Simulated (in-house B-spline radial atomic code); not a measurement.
A fraction x of an electron is removed from 5p in Pr5+, starting from [Kr] 4d10 5s2 5p6 and keeping the highest spin. Method: scalar-relativistic (X2C) TPSSh, spin-polarised, spherical fractional occupations, Fermi nucleus of rms radius 4.8919 fm. Calculated with an all-electron radial atomic-structure program (B-spline basis).

Caution: exact exchange at fractional occupations of open shells leaves self-interaction of up to several eV.

```json
{"x": "0", "E(x) - E(0) (eV)": "0.0000", "5p down level (eV)": "-77.759"}
{"x": "0.12", "E(x) - E(0) (eV)": "9.4238", "5p down level (eV)": "-79.305"}
{"x": "0.15", "E(x) - E(0) (eV)": "11.8087", "5p down level (eV)": "-79.692"}
{"x": "0.31", "E(x) - E(0) (eV)": "?", "5p down level (eV)": "?"}
{"x": "0.48", "E(x) - E(0) (eV)": "38.8121", "5p down level (eV)": "-83.969"}
{"x": "0.5", "E(x) - E(0) (eV)": "40.4941", "5p down level (eV)": "-84.229"}
{"x": "0.55", "E(x) - E(0) (eV)": "44.7218", "5p down level (eV)": "-84.880"}
{"x": "0.67", "E(x) - E(0) (eV)": "55.0013", "5p down level (eV)": "-86.445"}
{"x": "0.84", "E(x) - E(0) (eV)": "69.8857", "5p down level (eV)": "-88.667"}
{"x": "0.9", "E(x) - E(0) (eV)": "?", "5p down level (eV)": "?"}
{"x": "1", "E(x) - E(0) (eV)": "84.2402", "5p down level (eV)": "-90.765"}
```

(1) What belongs in the row x = 0.31?

(2) What belongs in the row x = 0.9?

(3) Check Janak's theorem between x = 0.12 and 0.15.

## Answers

(1) An energy change of 24.7250 eV; 5p down at -81.762 eV.

(2) An energy change of 75.2294 eV; 5p down at -89.453 eV.

(3) The slope of the energy is 79.50 eV; the orbital levels give 79.50 eV (-ε of the emptying orbital, averaged over the two points).
